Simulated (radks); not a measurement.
Results of a calculation; reference values are marked as such.
Removal energies from the tellurium ion Te10+, [Kr] 4d6, by Delta-SCF beside the eigenvalue of the level emptied. Level of theory: scalar-relativistic Kohn-Sham, BLYP, spin-polarised, spherical densities, finite nucleus; Fermi nuclear charge, rms radius of each element as measured or else 0.836 A^(1/3) + 0.57 fm (a radial shooting solver on a logarithmic mesh with Libxc functionals). Open shells are filled with parallel spins first.

removed from    final configuration  Delta-SCF (eV)  -eigenvalue (eV)
4d                         [Kr] 4d5          215.83            203.79
4p            [Ar] 3d10 4s2 4p5 4d6          293.99            281.11
4s            [Ar] 3d10 4s1 4p6 4d6          346.50            333.07
3d             [Ar] 3d9 4s2 4p6 4d6          771.84            743.32
